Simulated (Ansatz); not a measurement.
Computed with Ansatz on PBE0-D4/def2-TZVP structures; ΔE is electronic, products minus reactants. CCSD(T)/CBS is the MP2 limit (def2-TZVPP, def2-QZVPP) plus CCSD(T) − MP2 in def2-TZVPP, frozen cores. This one scheme is used for every species. DFT in def2-TZVPP. B3LYP here is the variant with VWN-RPA as its local correlation; programs differ in this. Each species was taken in one conformer, which may not be the lowest.

Reaction (formal exchange of groups at the Al–C bond): `C[CH]([SiH3])[AlH][NH2]` + ethylene → `C=[CH][AlH][NH2]` + `CC[SiH3]`

Task: Is it downhill or uphill in electronic energy at CCSD(T)/CBS, and by how much? (Estimate.)

Result: The calculation gave: Nearly level: ΔE = -0.02 eV.

Task: What do these levels give: PBE-D4, r2SCAN-D4, B3LYP-D4, ωB97M-V, B2PLYP, B3LYP, HF/def2-TZVPP, MP2/def2-TZVPP, CCSD(T)/def2-TZVPP, HF/def2-QZVPP, MP2/CBS(def2), CCSD/CBS(def2)? (An estimate is asked.)

Result: Ansatz gave: PBE-D4 -0.01, r2SCAN-D4 -0.03, B3LYP-D4 -0.04, ωB97M-V -0.02, B2PLYP -0.08, B3LYP -0.11, HF/def2-TZVPP -0.16, MP2/def2-TZVPP -0.02, CCSD(T)/def2-TZVPP -0.03, HF/def2-QZVPP -0.16, MP2/CBS(def2) -0.01, CCSD/CBS(def2) -0.04 eV.

Largest T1 diagnostic among the species: 0.012.

In def2-TZVPP, CCSD(T) changes the Hartree–Fock value by +0.13 eV (the triples alone add +0.02 eV) and MP2 by +0.14 eV. The D4 term adds +0.06 eV with B3LYP and +0.04 eV with PBE0; it sums over pairs of atoms, weighted by their polarisabilities, and B3LYP, whose exchange is more repulsive, gets the larger term.
